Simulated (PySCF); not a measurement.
**Where the electron goes**

Species: C6H6ClF.
Structure used (GFN2-xTB), in Å, numbered top down from 1:
```xyz
14
C6H6ClF angstrom
C     -2.9275   -0.4716    0.1772
C     -1.6808   -0.1108   -0.1360
Cl    -1.4664    0.8731   -1.5492
C     -0.5423   -0.5131    0.6563
C      0.7762   -0.2725    0.5360
C      1.4817    0.4892   -0.4568
C      2.8063    0.6152   -0.4127
F      3.4773    1.3218   -1.3307
H     -3.7730   -0.1708   -0.4145
H     -3.1253   -1.0809    1.0408
H     -0.8462   -1.1232    1.4983
H      1.4154   -0.7117    1.2932
H      0.9389    0.9698   -1.2534
H      3.4649    0.1852    0.3294
```

The calculation used TDDFT PBE0/def2-SVPD, vertical, gas phase, core orbitals frozen in the response (PySCF 2.14.0, density-fitted response routines).

Kohn–Sham orbitals with the atoms that hold most of them (Löwdin shares over 4%, at most four atoms; ? is withheld):

```json
{"orbital": "HOMO-3", "ε (eV)": "-9.50", "atoms": "C5 22%, Cl3 21%, C6 21%, C4 12%"}
{"orbital": "HOMO-2", "ε (eV)": "-8.91", "atoms": "Cl3 69%, C2 7%, C6 5%, C4 4%"}
{"orbital": "HOMO-1", "ε (eV)": "-8.16", "atoms": "Cl3 33%, C2 18%, C1 13%, C6 10%"}
{"orbital": "HOMO", "ε (eV)": "?", "atoms": "?"}
{"orbital": "LUMO", "ε (eV)": "-1.73", "atoms": "?"}
{"orbital": "LUMO+1", "ε (eV)": "0.29", "atoms": "C6 19%, C7 17%, C2 16%, C1 10%"}
{"orbital": "LUMO+2", "ε (eV)": "0.47", "atoms": "Cl3 35%, C2 14%, H11 11%, C4 10%"}
```

**Question.** Which atoms hold the LUMO, and with what shares?

**Answer.** C1 (bonded to C and 2 H) 20%; C5 (bonded to 2 C and H) 16%; C7 (bonded to C, F and H) 15%; C4 (bonded to 2 C and H) 14%.

**Question.** Give the leading atoms of the HOMO.

**Answer.** C1 (bonded to C and 2 H) 18%; C4 (bonded to 2 C and H) 16%; C7 (bonded to C, F and H) 15%; C5 (bonded to 2 C and H) 14%.

**Question.** What is the HOMO energy, and the HOMO–LUMO gap?

**Answer.** ε(HOMO) = -6.49 eV; the gap is 4.76 eV (0.1748 hartree).

**Question.** The HOMO–LUMO gap is 4.76 eV. Where does the response calculation put the lowest singlet, and from which orbitals?

**Answer.** S1 is at 4.70 eV (f = 0.848), 0.06 eV below the gap, made of HOMO→LUMO (98%). Without the coupling terms of the response equations the lowest excitation would equal the gap.

**Question.** Give energy, strength and leading configuration of S1, S2 and S4, and follow the Löwdin shares of the leading atoms from the occupied to the empty orbital.

**Answer.** 
- S1 (4.70 eV, f 0.848), HOMO→LUMO (98%): C1 18% → 20%, C4 16% → 14%, C5 14% → 16%
- S2 (5.48 eV, f 0.0036), HOMO-1→LUMO (72%): Cl3 33% → at most 14%, C2 18% → at most 14%, C1 13% → 20%, C5 at most 10% → 16%
- S4 (5.89 eV, f 0.0003), HOMO-2→LUMO (99%): Cl3 69% → at most 14%, C2 7% → at most 14%, C1 at most 5% → 20%, C5 at most 5% → 16%

Löwdin shares depend on the basis, the more so with diffuse functions.

One conformer stands for the species.
